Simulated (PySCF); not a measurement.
Gas-phase reaction: GaI3 = GaI + I2, at 500 K and a standard pressure of 1 bar. Level: ωB97X-V/def2-TZVP†.

Computed with PySCF and rigid-rotor harmonic-oscillator thermochemistry at 1 bar. † marks an energy on the PBE0/def2-TZVP geometry and frequencies. All species are closed-shell singlets. I: scalar-relativistic def2 core potential, no spin-orbit coupling. Ga: all electrons, no relativistic terms. The harmonic model lacks anharmonicity and excited electronic states, which grow with temperature; levels with a mode under 35 cm⁻¹ are left out. Soft modes under 120 cm⁻¹ make the harmonic entropy rough for GaI3.

```
species       E (Ha)  H(500 K) − E (kJ/mol)  S°(500 K) (J/mol/K)
-------  -----------  ---------------------  -------------------
GaI3     -2817.93298                   42.2                427.2
GaI      -2222.42819                   18.8                278.8
I2        -595.40627                   18.9                279.2
```
E: electronic energy; H − E holds the zero-point and thermal terms. 1 Ha = 2625.5 kJ/mol.

Question: Work out ΔH°, ΔS°, ΔG° and log10 K from these numbers.

Answer: 1. ΔE = 1×(-2222.42819) + 1×(-595.40627) − 1×(-2817.93298) = 0.09852 Ha = 258.7 kJ.
2. Δ(H − E) = 1×(18.8) + 1×(18.9) − 1×(42.2) = -4.5 kJ, so ΔH° = 254.2 kJ.
3. ΔS° = 1×(278.8) + 1×(279.2) − 1×(427.2) = 130.8 J/K; the number of gas molecules changes by +1.
4. ΔG° = ΔH° − TΔS° = 254.2 − 500×(130.8)/1000 = 188.8 kJ.
5. log10 K = −ΔG°/(RT ln 10) = -19.73, with RT ln 10 = 9.57 kJ/mol; at standard pressures the reactants are favoured.
6. A shift of 10 kJ in ΔE would move log10 K by 1.04 here.
For scale, ΔH°(298 K) is 256 kJ at this level, 239 kJ at ωB97M-V/def2-TZVP†, and runs from 179 to 298 kJ over the 18 levels computed.
